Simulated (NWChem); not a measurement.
System: CH5BrSi; SMILES C[SiH2]Br

```xyz
8

Si     0.6086    -1.0116     0.0000
C     -0.8572    -2.1692     0.0000
Br    -0.1063     1.1083     0.0000
H      1.4508    -1.1945    -1.2164
H      1.4508    -1.1945     1.2164
H     -1.4803    -2.0085     0.8924
H     -0.5111    -3.2155     0.0000
H     -1.4803    -2.0085    -0.8924
```
Atoms are numbered in this order, from 1.

Computed with NWChem. Geometry: optimised at PBE0/def2-SVP. GIAO values for the isolated, static molecule; σ is the absolute isotropic shielding, δ = σ(reference) − σ with the isolated reference molecule computed at the same levels (13C: tetramethylsilane, 1H: tetramethylsilane, 29Si: tetramethylsilane). Spin-orbit effects, on the heavy nuclei and on their neighbours, are missing.

Task: Estimate the computed values for LDA (Slater exchange, VWN5)/pcSseg-1. Quantities: δ Si1 (ppm); δ C2 (ppm); σ Br3 (ppm); δ H4 (ppm); δ H6 (rotor mean) (ppm).

Result: 
```
Property                  Value
-----------------------  ------
δ Si1 (ppm)                -0.8
δ C2 (ppm)                  0.8
σ Br3 (ppm)              2683.2
δ H4 (ppm)                 5.62
δ H6 (rotor mean) (ppm)    0.58
```
